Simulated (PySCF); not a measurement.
## Energy of Ge²⁺ (germanium, charge +2) between two integer charges

The 4s beta orbital of [Ar] 3d10 4s2 is emptied in steps (occupation f), with all orbitals relaxed, ending at [Ar] 3d10 4s1. All numbers are calculated (PySCF 2.14, scalar relativity by spin-free X2C-1e, in aug-cc-pVTZ-DK (7s6p4d2f, 59 functions)). The exact energy is a straight line in f; departures are measured from the line between the end points of the same method.

```csv
f,UHF (eV),LDA (eV),PBE (eV),PBE0 (eV),r2SCAN (eV),LC-wPBE (eV),BHandHLYP (eV),r2SCAN0 (eV)
1,0.000,0.000,0.000,0.000,0.000,0.000,0.000,0.000
0.9,0.022,-0.468,-0.466,-0.340,-0.405,-0.072,-0.235,-0.298
0.7,0.050,-1.090,-1.091,-0.794,-0.933,-0.167,-0.554,-0.686
0.5,0.058,-1.295,-1.303,-0.946,-1.097,-0.205,-0.666,-0.806
0.3,0.048,-1.085,-1.098,-0.796,-0.914,-0.181,-0.568,-0.671
0.1,0.020,-0.463,-0.470,-0.339,-0.389,-0.082,-0.250,-0.286
0,0.000,0.000,0.000,0.000,0.000,0.000,0.000,0.000
```

```tsv
method	E(f=0) − E(f=1) (eV)	−ε at f=1 (eV)	−ε at f=0.5 (eV)
UHF	32.206	32.453	32.200
LDA	34.809	29.613	34.825
PBE	34.398	29.225	34.377
PBE0	34.035	30.263	34.029
r2SCAN	34.035	29.516	34.092
LC-wPBE	34.040	33.235	33.999
BHandHLYP	33.961	31.353	33.919
r2SCAN0	33.838	30.507	33.885
```

Orbital energy along the path (eV):

| f | UHF | LDA | PBE | PBE0 | r2SCAN | LC-wPBE | BHandHLYP | r2SCAN0 |
| --- | --- | --- | --- | --- | --- | --- | --- | --- |
| 1 | -32.453 | -29.613 | -29.225 | -30.263 | -29.516 | -33.235 | -31.353 | -30.507 |
| 0.9 | -32.399 | -30.653 | -30.247 | -31.013 | -30.461 | -33.404 | -31.861 | -31.207 |
| 0.7 | -32.296 | -32.740 | -32.303 | -32.518 | -32.319 | -33.715 | -32.882 | -32.580 |
| 0.5 | -32.200 | -34.825 | -34.377 | -34.029 | -34.092 | -33.999 | -33.919 | -33.885 |
| 0.3 | -32.110 | -36.895 | -36.478 | -35.552 | -35.802 | -34.329 | -34.989 | -35.139 |
| 0.1 | -32.026 | -38.935 | -38.594 | -37.075 | -37.516 | -34.755 | -36.143 | -36.392 |
| 0 | -31.985 | -39.940 | -39.570 | -37.751 | -38.317 | -34.958 | -36.778 | -36.979 |

Reference removal energy between the ground levels: 34.058 eV (measured; NIST Atomic Spectra Database, ionization energies). UHF lacks correlation.
